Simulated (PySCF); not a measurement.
# Level sweep

Species: C₃H₈Si.
InChI=1S/C3H8Si/c1-3-2-4-3/h3H,2,4H2,1H3/t3-/m0/s1

PySCF, dipoles from the SCF density, polarisabilities from static response with core orbitals frozen. Isolated species at its PBE0-D3(BJ)/def2-SVP geometry, gas phase.

The anisotropy is √(½[(α1 − α2)² + (α2 − α3)² + (α3 − α1)²]).

```json
{"level": "LDA/def2-SVPD", "μ (D)": "0.309", "α (Å³)": "10.27", "anisotropy (Å³)": "3.04"}
{"level": "PBE/def2-SVPD", "μ (D)": "0.304", "α (Å³)": "10.09", "anisotropy (Å³)": "3.01"}
{"level": "B3LYP/def2-SVPD", "μ (D)": "0.180", "α (Å³)": "9.83", "anisotropy (Å³)": "2.89"}
{"level": "PBE0/def2-SVPD", "μ (D)": "0.210", "α (Å³)": "9.75", "anisotropy (Å³)": "2.86"}
{"level": "BHandHLYP/def2-SVPD", "μ (D)": "0.141", "α (Å³)": "9.50", "anisotropy (Å³)": "2.75"}
{"level": "CAM-B3LYP/def2-SVPD", "μ (D)": "0.140", "α (Å³)": "9.65", "anisotropy (Å³)": "2.75"}
{"level": "wB97X-D/def2-SVPD", "μ (D)": "0.162", "α (Å³)": "9.66", "anisotropy (Å³)": "2.76"}
{"level": "LC-wPBE/def2-SVPD", "μ (D)": "0.132", "α (Å³)": "9.38", "anisotropy (Å³)": "2.61"}
{"level": "HF/def2-SVPD", "μ (D)": "0.204", "α (Å³)": "9.16", "anisotropy (Å³)": "2.59"}
{"level": "PBE0/6-31G*", "μ (D)": "0.380", "α (Å³)": "8.15", "anisotropy (Å³)": "2.88"}
{"level": "PBE0/6-31+G*", "μ (D)": "0.275", "α (Å³)": "9.10", "anisotropy (Å³)": "3.04"}
{"level": "PBE0/def2-SVP", "μ (D)": "0.218", "α (Å³)": "8.58", "anisotropy (Å³)": "2.86"}
{"level": "PBE0/aug-cc-pVDZ", "μ (D)": "0.263", "α (Å³)": "10.01", "anisotropy (Å³)": "2.96"}
{"level": "PBE0/def2-TZVP", "μ (D)": "0.225", "α (Å³)": "9.48", "anisotropy (Å³)": "3.05"}
{"level": "PBE0/def2-TZVPD", "μ (D)": "0.224", "α (Å³)": "9.96", "anisotropy (Å³)": "2.93"}
```

The dipole runs from 0.13 D (LC-wPBE/def2-SVPD) to 0.38 D (PBE0/6-31G*). No reference polarisability is at hand; against PBE0 in the largest diffuse basis at hand (def2-TZVPD) the other PBE0 rows deviate by 6-31G* -18%, 6-31+G* -9%, def2-SVP -14%, def2-SVPD -2%, aug-cc-pVDZ 0%, def2-TZVP -5%. In one basis (def2-SVPD) the functionals order the polarisability from HF (lowest) to LDA (highest), a spread of 12%. With PBE0 the polarisability is 8.74 Å³ without diffuse functions (mean of 6-31G*, def2-SVP and def2-TZVP) and 9.70 Å³ with them (mean of 6-31+G*, def2-SVPD, aug-cc-pVDZ and def2-TZVPD).
